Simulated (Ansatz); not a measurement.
The first iterations of a band of C2H8OSi + H (13 atoms, charge 0, multiplicity 2).

Level of theory: UKS B3LYP-D4/def2-SVP in Ansatz 0.2.0.

```
movable images  : 7
climbing image  : yes
spring          : 5.0 eV/Å²
optimiser       : quadratic models (default)
start path      : through a guess of the saddle point
force threshold : 0.03 eV/Å
iteration limit : 60
end points      : relaxed
```

First end point:

```xyz
13
Properties=species:S:1:pos:R:3
Si -0.027 -0.032 -0.282
H -0.118 0.054 1.214
H 1.387 0.139 -0.710
O -0.861 1.243 -0.969
C -2.209 1.556 -0.715
H -2.411 1.683 0.366
H -2.455 2.504 -1.219
H -2.898 0.780 -1.101
C -0.696 -1.695 -0.846
H -1.743 -1.841 -0.531
H -0.652 -1.785 -1.943
H -0.100 -2.516 -0.412
H -0.347 -0.023 3.442
```

Last end point:

```xyz
13
Properties=species:S:1:pos:R:3
Si 0.020 0.061 -0.447
H -0.011 -0.153 2.789
H 1.378 0.195 -1.061
O -0.865 1.327 -1.096
C -2.244 1.552 -0.935
H -2.517 1.711 0.125
H -2.522 2.459 -1.497
H -2.852 0.712 -1.322
C -0.752 -1.613 -0.881
H -1.735 -1.752 -0.403
H -0.881 -1.702 -1.974
H -0.094 -2.429 -0.542
H -0.056 -0.302 3.537
```

| iteration | highest image above the first end (eV) | largest band force component (eV/Å) |
| --- | --- | --- |
| 1 | 1.155 | 4.434 |
| 2 | 0.120 | 0.954 |
| 3 | 0.040 | 0.910 |
| 4 | 0.059 | 1.312 |

**Question.** Does the band converge within its limit, and where does its top end?

**Answer.** The run converged. It ended after 14 iterations with the highest image 0.009 eV above the first end. A vibrational analysis at the climbing image gives one clearly imaginary mode, 277i cm⁻¹: a first-order saddle point.

The run took 2.7 min on 4 threads of Arm Neoverse V2 (shared host), peak memory 0.32 GiB.
